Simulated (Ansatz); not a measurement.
`[SiH3][N]([SiH3])[GeH]` + NH₃ → `[NH2][GeH]` + `[SiH3]N[SiH3]` at 600 K and 1 bar (ligand exchange at a Ge–N bond).

Isolated molecules relaxed with PBE0-D4/def2-TZVP in Ansatz; ΔE leaves out vibrations. CCSD(T)/CBS is the MP2 limit (def2-TZVPP, def2-QZVPP) plus CCSD(T) − MP2 in def2-TZVPP, frozen cores. This one scheme is used for every species. For Ge outer-core shells are correlated without core-valence functions, which leaves a few kJ/mol of doubt a bond. Scalar relativity is left out up to krypton.

| species | CCSD(T)/CBS energy (Eh) | H − E (kJ/mol) | S (J/(mol·K)) |
| --- | --- | --- | --- |
| `[SiH3][N]([SiH3])[GeH]` | -2713.20588 | 234.2 | 466.8 |
| NH₃ | -56.50880 | 112.4 | 219.5 |
| `[NH2][GeH]` | -2132.60664 | 115.5 | 302.3 |
| `[SiH3]N[SiH3]` | -637.10515 | 230.1 | 420.5 |

H − E and S are ideal-gas, rigid-rotor, harmonic terms from PBE0-D4/def2-TZVP. 1 Eh = 2625.50 kJ/mol, R = 8.31446 J/(mol·K).

Question: By hand: ΔE, ΔH, ΔS and ΔG.

Answer: ΔE = (-2132.60664) + (-637.10515) − (-2713.20588) − (-56.50880) = 0.00289 Eh = 7.6 kJ/mol. Δ(H − E) = 115.5 + 230.1 − 234.2 − 112.4 = -1.0, so ΔH = 6.6 kJ/mol. ΔS = 302.3 + 420.5 − 466.8 − 219.5 = 36.5 J/(mol·K). ΔG = 6.6 − 600 × (36.5)/1000 = -15.3 kJ/mol.

Question: By hand: the equilibrium constant, and the temperature at which ΔG would vanish if ΔH and ΔS stayed fixed.

Answer: log₁₀ K = −ΔG/(RT ln 10) = 1.3. ΔG = 0 at ΔH/ΔS = 181 K, though so small a ΔH makes that figure unsure.

TΔS isn't small against ΔH here. A doubt of 5 kJ/mol in ΔE shifts log₁₀ K by 0.4 here. Modes under 60 cm⁻¹, often nearly free rotors, make the harmonic entropy too high. These are equilibria of isolated gas molecules and say nothing of rates. Largest T1 diagnostic: 0.015 (customary marks: 0.02 for closed shells, 0.045 for open ones).
